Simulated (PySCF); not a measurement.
## Structure from 2D NMR

Compound of formula C₃H₂F₆. Correlations simulated from computed shifts and couplings:

HSQC (one-bond C–H):
```
  δH    δC  1J(C,H) (Hz)
5.14  85.5           161
```

HMBC (two and three bonds, |J| ≥ 2.5 Hz):
```
  δH  δC [abs. J in Hz]
5.14        128.3 [2.8]
```

Carbons without hydrogens: δ 128.3, 120.6.

[PySCF: J couplings at B3LYP/pcJ-1 (spin–dipole term only in couplings to heteroatoms); PBE0/pcSseg-1 with gauge-including orbitals; GFN2-xTB structure; no relativistic terms; equivalent nuclei averaged; gas phase; single conformer]

References, each an isolated molecule treated in the same way: 1H (σ = 31.72 ppm), 13C (σ = 186.93 ppm) vs TMS.

Exchangeable hydrogens are left out of these lists, and C,H couplings along chains are those of one rotamer, so weak HMBC peaks may be missing or extra.

Question: Work out the connectivity.

Answer: 1,1,1,2,2,3-hexafluoropropane (SMILES FC(CF)(F)C(F)(F)F).

Atoms are numbered as in `[F:1][CH2:2][C:3]([F:4])([F:5])[C:6]([F:7])([F:8])[F:9]`; H(Xn) means a hydrogen on atom n.

δC 128.3 is C6, a CF3 carbon. δC 120.6 is C3, a fully substituted sp3 carbon bonded to 2 F. δC 85.5 is C2, an sp3 CH2 bonded to F (δH 5.14). HMBC from δH 5.14 reaches the proton-free carbon C6.

The data come from this structure; uniqueness wasn't tested.

Common functionals overestimate the size of one-bond C–F couplings by tens of Hz; these are unscaled. Shifts are as computed. Against solution values, carbons near 30 ppm lie about +3 ppm off and those near 130 ppm about +5 ppm. Of 1211 compounds with measured shifts, 218 miss one by over three times the rms of a fit or turn the order of signals round; such compounds aren't used in these exercises. Only one conformer was computed, so three-bond couplings in flexible chains and rings are approximate.
